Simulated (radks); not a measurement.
Q: All-electron atom: Re4+ in [Xe] 4f14 5d3. All-electron calculation, scalar-relativistic Kohn-Sham, Slater X-alpha with alpha = 0.818, spin-unpolarised, spherical densities, finite nucleus; Fermi nuclear charge, rms radius 5.3698 fm. Program: a radial shooting solver on a logarithmic mesh with Libxc functionals. Some entries of the table are withheld. Estimate them.

orbital  occ.  eigenvalue (Ry)  r(max) (bohr)
1s          2        -5276.720        0.01124
2s          2        -919.6859        0.06449
2p          6        -804.0937        0.05295
3s          2        -215.9922         0.1817
3p          6              (1)         0.1800
3d         10        -143.0203         0.1464
4s          2        -47.93738         0.4117
4p          6        -36.70285         0.4318
4d         10        -22.56660         0.4414
5s          2              (2)         0.9300
5p          6         -6.85911          1.046
4f         14              (3)         0.4132
5d          3         -3.49635          1.325

A: 
(1) 3p eigenvalue (Ry): -181.8444
(2) 5s eigenvalue (Ry): -9.75126
(3) 4f eigenvalue (Ry): -6.80742
